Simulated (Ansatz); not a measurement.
Ansatz (a program for electronic structure) input (B3LYP-D3(BJ)/def2-TZVP):

Ansatz 0.2 input:
```yaml
crystal:
  periodic: [false, false, false]
  atoms:
    - {symbol: Ge, position_ang: [-0.20405389, -0.11611562, 0.26024888]}
    - {symbol: O, position_ang: [1.08907186, -0.99577764, -0.48780733]}
    - {symbol: H, position_ang: [1.30796596, -1.89757175, -0.19444646]}
    - {symbol: O, position_ang: [-0.31320287, 1.43728116, -0.50173047]}
    - {symbol: H, position_ang: [-0.98519356, 2.08124341, -0.21721516]}
basis:
  gaussian:
    orbitals: def2-TZVP
hamiltonian:
  xc: b3lyp
  dispersion: d3bj
total_charge: 1
magnetization: {spin_polarized: true, initial_magnetization: 1}
phonons: {temperatures: {t_min: 298.15, t_max: 298.15, t_step: 100}}
```

Output:

```
Functional definition: B3LYP
integrals: 0.04 GiB planned
779 factors; their error is unknown
mean field: 0.55 GiB planned
mean field evaluation 1: about -60611.6128 eV, gradient 9.2e1 eV
mean field evaluation 2: about -60457.3614 eV, gradient 1.9e2 eV
mean field evaluation 4: about -60639.3176 eV, gradient 1.1e1 eV
mean field evaluation 8: about -60639.6911 eV, gradient 5.3e-2 eV
mean field evaluation 16: about -60639.9162 eV, gradient 4.0e-4 eV
mean field -60639.91617878 eV, -2228.4758163587 hartree, gradient 2.1e-5 eV, S^2 0.756057; 0 other end points of the search recorded, 0 dependent functions left out
the calculation of the forces begins
reference -60639.91636470 eV, -2228.4758231911 hartree; 25, 24 occupied and 97, 98 virtual orbitals, 779 factors
these checks for a lower state are left out or cut short: stability, starts, cluster_reference, orbital_swaps, neighbouring_geometries, increment
integrals: 0.04 GiB planned
779 factors; their error is unknown
mean field: 0.55 GiB planned
mean field -60639.91611637 eV, -2228.4758140650 hartree, gradient 1.8e-6 eV, S^2 0.756031; 0 other end points of the search recorded, 0 dependent functions left out
the calculation of the forces begins
reference -60639.91630229 eV, -2228.4758208977 hartree; 25, 24 occupied and 97, 98 virtual orbitals, 779 factors
these checks for a lower state are left out or cut short: stability, starts, cluster_reference, orbital_swaps, neighbouring_geometries, increment
integrals: 0.04 GiB planned
779 factors; their error is unknown
mean field: 0.55 GiB planned
mean field -60639.91612139 eV, -2228.4758142496 hartree, gradient 2.1e-6 eV, S^2 0.756083; 0 other end points of the search recorded, 0 dependent functions left out
the calculation of the forces begins
reference -60639.91630730 eV, -2228.4758210818 hartree; 25, 24 occupied and 97, 98 virtual orbitals, 779 factors
these checks for a lower state are left out or cut short: stability, starts, cluster_reference, orbital_swaps, neighbouring_geometries, increment
integrals: 0.04 GiB planned
779 factors; their error is unknown
mean field: 0.55 GiB planned
mean field evaluation 32: about -60639.6910 eV, gradient 2.1e-1 eV
mean field -60639.91612693 eV, -2228.4758144531 hartree, gradient 2.6e-6 eV, S^2 0.756086; 0 other end points of the search recorded, 0 dependent functions left out
the calculation of the forces begins
reference -60639.91631285 eV, -2228.4758212858 hartree; 25, 24 occupied and 97, 98 virtual orbitals, 779 factors
these checks for a lower state are left out or cut short: stability, starts, cluster_reference, orbital_swaps, neighbouring_geometries, increment
integrals: 0.04 GiB planned
779 factors; their error is unknown
mean field: 0.55 GiB planned
mean field -60639.91611239 eV, -2228.4758139189 hartree, gradient 1.4e-6 eV, S^2 0.756028; 0 other end points of the search recorded, 0 dependent functions left out
the calculation of the forces begins
reference -60639.91629831 eV, -2228.4758207512 hartree; 25, 24 occupied and 97, 98 virtual orbitals, 779 factors
these checks for a lower state are left out or cut short: stability, starts, cluster_reference, orbital_swaps, neighbouring_geometries, increment
integrals: 0.04 GiB planned
779 factors; their error is unknown
mean field: 0.55 GiB planned
mean field -60639.91609746 eV, -2228.4758133702 hartree, gradient 2.3e-6 eV, S^2 0.756067; 0 other end points of the search recorded, 0 dependent functions left out
the calculation of the forces begins
reference -60639.91628338 eV, -2228.4758202027 hartree; 25, 24 occupied and 97, 98 virtual orbitals, 779 factors
these checks for a lower state are left out or cut short: stability, starts, cluster_reference, orbital_swaps, neighbouring_geometries, increment
integrals: 0.04 GiB planned
779 factors; their error is unknown
mean field: 0.55 GiB planned
mean field -60639.91607387 eV, -2228.4758125033 hartree, gradient 2.0e-6 eV, S^2 0.756047; 0 other end points of the search recorded, 0 dependent functions left out
the calculation of the forces begins
reference -60639.91625979 eV, -2228.4758193358 hartree; 25, 24 occupied and 97, 98 virtual orbitals, 779 factors
these checks for a lower state are left out or cut short: stability, starts, cluster_reference, orbital_swaps, neighbouring_geometries, increment
integrals: 0.04 GiB planned
779 factors; their error is unknown
mean field: 0.55 GiB planned
mean field evaluation 64: about -60639.9162 eV, gradient 2.4e-6 eV
mean field -60639.91617622 eV, -2228.4758162645 hartree, gradient 2.4e-6 eV, S^2 0.756059; 0 other end points of the search recorded, 0 dependent functions left out
the calculation of the forces begins
reference -60639.91636214 eV, -2228.4758230971 hartree; 25, 24 occupied and 97, 98 virtual orbitals, 779 factors
these checks for a lower state are left out or cut short: stability, starts, cluster_reference, orbital_swaps, neighbouring_geometries, increment
integrals: 0.04 GiB planned
779 factors; their error is unknown
mean field: 0.55 GiB planned
mean field -60639.91616628 eV, -2228.4758158993 hartree, gradient 1.9e-6 eV, S^2 0.756054; 0 other end points of the search recorded, 0 dependent functions left out
the calculation of the forces begins
reference -60639.91635219 eV, -2228.4758227315 hartree; 25, 24 occupied and 97, 98 virtual orbitals, 779 factors
these checks for a lower state are left out or cut short: stability, starts, cluster_reference, orbital_swaps, neighbouring_geometries, increment
integrals: 0.04 GiB planned
779 factors; their error is unknown
mean field: 0.55 GiB planned
mean field -60639.91610937 eV, -2228.4758138079 hartree, gradient 2.4e-6 eV, S^2 0.756060; 0 other end points of the search recorded, 0 dependent functions left out
the calculation of the forces begins
reference -60639.91629532 eV, -2228.4758206415 hartree; 25, 24 occupied and 97, 98 virtual orbitals, 779 factors
these checks for a lower state are left out or cut short: stability, starts, cluster_reference, orbital_swaps, neighbouring_geometries, increment
integrals: 0.04 GiB planned
779 factors; their error is unknown
mean field: 0.55 GiB planned
mean field -60639.91609627 eV, -2228.4758133265 hartree, gradient 1.7e-6 eV, S^2 0.756054; 0 other end points of the search recorded, 0 dependent functions left out
the calculation of the forces begins
reference -60639.91628216 eV, -2228.4758201578 hartree; 25, 24 occupied and 97, 98 virtual orbitals, 779 factors
Total energy: -60640.03740372 eV, -2228.4802712930 hartree
Atom 0 at    -0.204054    -0.116116     0.260249 Å, force    -0.000051    -0.000029     0.000065 eV/Å
Atom 1 at     1.089072    -0.995778    -0.487807 Å, force     0.000051    -0.000031    -0.000031 eV/Å
Atom 2 at     1.307966    -1.897572    -0.194446 Å, force    -0.000029     0.000051    -0.000001 eV/Å
Atom 3 at    -0.313203     1.437281    -0.501730 Å, force    -0.000001     0.000059    -0.000032 eV/Å
Atom 4 at    -0.985194     2.081243    -0.217215 Å, force     0.000030    -0.000051    -0.000000 eV/Å
Dipole moment:    -0.337864    -0.192260     0.430910 e Å
Vibrations: 221.27 313.41 404.31 703.66 710.55 818.95 878.59 3714.46 3723.36 cm⁻¹, zero-point energy 0.712201 eV
```
